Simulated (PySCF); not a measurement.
**Computed vibrations of Ce(BH4)4**

Ce(BH4)4 (singlet). PySCF 2.14.0, RKS B3LYP, Ce lcecp-2-SVP with ECP46, B def2-SVP, H def2-SVP; non-relativistic Hamiltonian with scalar-relativistic core potentials where named; density fitting; no spin-orbit coupling. Central differences of gradients.

```xyz
21

Ce    0.0000    0.0000    0.0250
B     1.4951    1.4951    1.3530
H     2.2209    2.2209    1.9791
H     0.7751    0.7751    2.0760
H     2.1171    0.7084    0.6059
H     0.7084    2.1171    0.6059
B    -1.4951   -1.4951    1.3530
H    -2.2209   -2.2209    1.9791
H    -0.7751   -0.7751    2.0760
H    -2.1171   -0.7084    0.6059
H    -0.7084   -2.1171    0.6059
B     1.4020   -1.4020   -1.4712
H     2.0778   -2.0778   -2.1997
H     1.6146   -1.6146   -0.2504
H     0.1735   -1.5904   -1.6294
H     1.5904   -0.1735   -1.6294
B    -1.4020    1.4020   -1.4712
H    -2.0778    2.0778   -2.1997
H    -1.6146    1.6146   -0.2504
H    -0.1735    1.5904   -1.6294
H    -1.5904    0.1735   -1.6294
```

Run from Python with OMP_NUM_THREADS=4. Where DIIS fails, smearing, a level shift and second-order steps follow.
It took 9.8 min on 4 threads of Arm Neoverse V2, on a shared host.

Problem. What are the harmonic wavenumbers and infrared intensities?

Solution. Negative numbers are unstable modes, those under 60 cm⁻¹ near the noise; a finer grid moves soft modes by up to 10 cm⁻¹.
```csv
cm⁻¹,km/mol
-253,–
-181,–
162,5.5
162,4.6
164,0.0
173,2.5
175,6.5
252,0.0
311,0.3
476,160.5
484,123.9
494,123.4
510,14.1
518,10.8
520,14.2
522,3.5
534,0.2
542,0.0
547,2.2
561,0.0
596,1.8
1097,0.0
1101,9.6
1104,4.7
1110,31.5
1111,0.0
1112,22.1
1119,6.1
1120,1.3
1167,298.6
1179,257.4
1183,235.5
1225,1.2
1233,0.9
1238,0.0
1239,1.0
1243,0.0
1254,8.4
1256,1.8
1265,14.5
1273,0.0
2225,1.2
2252,184.1
2257,0.0
2263,167.0
2271,0.1
2273,21.1
2287,101.6
2291,154.7
2291,224.6
2294,114.9
2300,0.0
2317,18.8
2633,111.8
2634,58.0
2639,82.3
2640,31.2
```

Problem. Is this a minimum?

Solution. No: 2 unstable; the lowest moves the atoms so:
```
Ce   0.00  0.00  0.00
B    0.01 -0.01  0.00
H    0.01 -0.01  0.00
H    0.29 -0.29  0.00
H    0.00  0.26 -0.29
H   -0.26  0.00  0.29
B   -0.01  0.01  0.00
H   -0.01  0.01  0.00
H   -0.29  0.29  0.00
H    0.00 -0.26 -0.29
H    0.26  0.00  0.29
B   -0.01 -0.01  0.00
H   -0.01 -0.01  0.00
H    0.06  0.06  0.00
H   -0.01 -0.09  0.08
H   -0.09 -0.01 -0.08
B    0.01  0.01  0.00
H    0.01  0.01  0.00
H   -0.06 -0.06  0.00
H    0.01  0.09  0.08
H    0.09  0.01 -0.08
```
